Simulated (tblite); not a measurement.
Isomers of C8H13N. Calculated harmonic vibrations of the isolated species, GFN2-xTB (tblite), most abundant isotopes, no scaling. The method is semi-empirical: single wavenumbers can be off by several per cent or more. One conformer each.

Electronic energies: GFN2-xTB at the same geometries; isomer energies are rough at this level and their order can be wrong.

```csv
SMILES,"electronic energy, lowest = 0 (kJ/mol)"
[H]/N=C1\CCC[C@H](C=C)C1,112.4
C=C[C@@H]1C[C@H]2C[C@@H](N)[C@H]21,198.9
[H]/N=C\[C@@H]1CCC[C@H]2C[C@H]21,120.3
C=CC(=C)N1CCCC1,128.0
CCCc1ccn(C)c1,0.0
C=C(CC#N)C(C)(C)C,168.7
C#CC/C(=N\C)C(C)C,239.5
C=C(C)[C@H]1C=NCCC1,101.0
```

Question: How do GFN2-xTB zero-point energies change the relative energies?

Answer: 
| SMILES | ZPE (kJ/mol) | of it from modes above 1550 cm⁻¹ | electronic (kJ/mol) | with ZPE, lowest = 0 (kJ/mol) | lowest mode (cm⁻¹) | rings |
| --- | --- | --- | --- | --- | --- | --- |
| CCCc1ccn(C)c1 | 503.1 | 245.3 | 0.0 | 0.0 | 20 | 1 |
| C=C(C)[C@H]1C=NCCC1 | 503.1 | 254.0 | 101.0 | 101.0 | 50 | 1 |
| [H]/N=C1\CCC[C@H](C=C)C1 | 505.8 | 255.8 | 112.4 | 115.0 | 56 | 1 |
| [H]/N=C\[C@@H]1CCC[C@H]2C[C@H]21 | 509.9 | 245.4 | 120.3 | 127.1 | 39 | 2 |
| C=CC(=C)N1CCCC1 | 501.0 | 254.5 | 128.0 | 125.9 | 61 | 1 |
| C=C(CC#N)C(C)(C)C | 497.0 | 261.0 | 168.7 | 162.6 | 45 | 0 |
| C=C[C@@H]1C[C@H]2C[C@@H](N)[C@H]21 | 504.8 | 248.7 | 198.9 | 200.6 | 55 | 2 |
| C#CC/C(=N\C)C(C)C | 491.4 | 259.7 | 239.5 | 227.7 | 46 | 0 |

The zero-point energies span 18.5 kJ/mol, from `C#CC/C(=N\C)C(C)C` to `[H]/N=C\[C@@H]1CCC[C@H]2C[C@H]21`. The lowest isomer stays, but the order above it changes.

Question: What do entropy and thermal enthalpy add at 298.15 K and 1 bar (rigid rotor, harmonic oscillator, one conformer each)?

Answer: 
| SMILES | point group | symmetry number | S (J/(mol K)) | H − H(0) (kJ/mol) | ZPE + H − H(0) − TS (kJ/mol) |
| --- | --- | --- | --- | --- | --- |
| C=C(C)[C@H]1C=NCCC1 | C1 | 1 | 394.2 | 26.82 | 412.4 |
| [H]/N=C1\CCC[C@H](C=C)C1 | C1 | 1 | 389.0 | 26.12 | 415.9 |
| [H]/N=C\[C@@H]1CCC[C@H]2C[C@H]21 | C1 | 1 | 380.9 | 24.75 | 421.1 |
| C=CC(=C)N1CCCC1 | C1 | 1 | 394.8 | 27.12 | 410.4 |
| C=C(CC#N)C(C)(C)C | C1 | 1 | 418.3 | 30.62 | 402.9 |
| C=C[C@@H]1C[C@H]2C[C@@H](N)[C@H]21 | C1 | 1 | 388.0 | 25.85 | 415.0 |
| C#CC/C(=N\C)C(C)C | C1 | 1 | 444.2 | 33.11 | 392.0 |

Not tabulated: `CCCc1ccn(C)c1` (lowest mode only 20 cm⁻¹).
